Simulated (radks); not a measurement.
Values are calculated unless marked as measured or tabulated.
Removal energies from the dysprosium ion Dy5+, [Xe] 4f(5/2: 6, 7/2: 1), by Delta-SCF beside the eigenvalue of the level emptied. Code: a radial shooting solver on a logarithmic mesh with Libxc functionals. Model: Dirac Kohn-Sham, BLYP, spin-unpolarised, spherical densities, finite nucleus; Fermi nuclear charge, rms radius of each element as measured or else 0.836 A^(1/3) + 0.57 fm. Sub-shells are occupied by j as written (lower j first in brackets).

removed from                                  final configuration  Delta-SCF (eV)  -eigenvalue (eV)
4f7/2                                     [Xe] 4f(5/2: 6, 7/2: 0)          88.714            76.627
4f5/2                                     [Xe] 4f(5/2: 5, 7/2: 1)          89.864            77.707
5p3/2         [Kr] 4d10 4f(5/2: 6, 7/2: 1) 5s2 5p(1/2: 2, 3/2: 3)          91.892            84.141
5p1/2         [Kr] 4d10 4f(5/2: 6, 7/2: 1) 5s2 5p(1/2: 1, 3/2: 4)          98.451            90.361
